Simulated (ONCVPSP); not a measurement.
Varying the ONCV potential for silver (Ag)

Base potential:

- Element: silver (Ag)
- Generator: ONCVPSP 4.0.1
- Type: optimised norm-conserving Vanderbilt (ONCV)
- Functional: PBE
- Relativity: fully relativistic
- Frozen core: [Ar] 3d10 4s2
- Valence charge: 17
- Reference configuration: 4p6 4d10 5s1
- Partial waves: 5s: rc 2.65 bohr, ncon 4, nbas 7, qcut 2.6 1/bohr, 2 projectors, debl 0.8 Ha; 4p: rc 1.30 bohr, ncon 4, nbas 7, qcut 10.9 1/bohr, 2 projectors, debl 3.8 Ha; 4d: rc 1.20 bohr, ncon 5, nbas 8, qcut 8.6 1/bohr, 2 projectors, debl 2.9 Ha
- Local potential: polynomial inside 0.85 bohr (lpopt 5, dvloc0 0 Ha)
- Core correction: Teter function, fcfact 3.25, rcfact 1

Open shells are filled in proportion to 2j + 1.

All-electron outer shells of the reference configuration (PBE, scalar-relativistic, ld1.x):

| shell | level (eV) | outermost node (bohr) | outermost maximum (bohr) |
| --- | --- | --- | --- |
| 4s | -95.05 | 0.44 | 0.82 |
| 4p | -58.57 | 0.44 | 0.87 |
| 4d | -7.44 | 0.43 | 1.04 |
| 5s | -4.40 | 1.11 | 2.49 |

Cutoffs, loose and tight: the cutoffs (Ha) at which the residual kinetic energy of the hardest occupied pseudo-wave falls to 1 and 0.1 mHa per electron. They do not see the model core or the augmentation charge, which bear on the density cutoff. Test errors are all-electron minus pseudo excitation energies from the reference, over the configurations 4p6 4d10 5s0; 4p6 4d9 5s0; 4p6 4d8 5s0; 4p6 4d10 5s0.5. A dash means not determined; rows that change the core or the reference have their own tests.

A true bound ghost makes a file unfit for plane-wave use even where its test errors are small: the radial tests pick states by their node count and pass the ghost by.

```tsv
change	outcome	cutoff, loose	cutoff, tight	bound ghosts	GHOST(+) flags above zero	largest test error (meV)
base	generated	40 Ha	60 Ha	s	s	+16
s: rc 1.94	failed: optimize: ERROR ps0norm > uunorm, code will stop	–	–	–	–	–
s: rc 2.16	generated	40 Ha	60 Ha	s	s	+50
s: rc 2.86	generated	40 Ha	60 Ha	s	s	-19
s: rc 3.82	generated	40 Ha	60 Ha	s	s	-313
```

Problem. What comes out with this change to the base: s: rc 2.6?

Solution. outcome: generated; cutoff, loose: 40 Ha; cutoff, tight: 60 Ha; bound ghosts: s; GHOST(+) flags above zero: s; largest test error (meV): +24.

Problem. What comes out with this change to the base: s: rc 3.46?

Solution. outcome: generated; cutoff, loose: 40 Ha; cutoff, tight: 60 Ha; bound ghosts: s; GHOST(+) flags above zero: s; largest test error (meV): -184.

Problem. What comes out with this change to the base: s: rc 3.24?

Solution. outcome: generated; cutoff, loose: 40 Ha; cutoff, tight: 60 Ha; bound ghosts: s; GHOST(+) flags above zero: s; largest test error (meV): -116.

Reading the sweep of the s radius (base included, trends over the rows without a ghost): Bound ghosts are found at 2.16, 2.6, 2.65, 2.86, 3.24, 3.46, 3.82 bohr. Every judged row has one, so this setting neither creates nor removes them. The generation fails at 1.94 bohr.
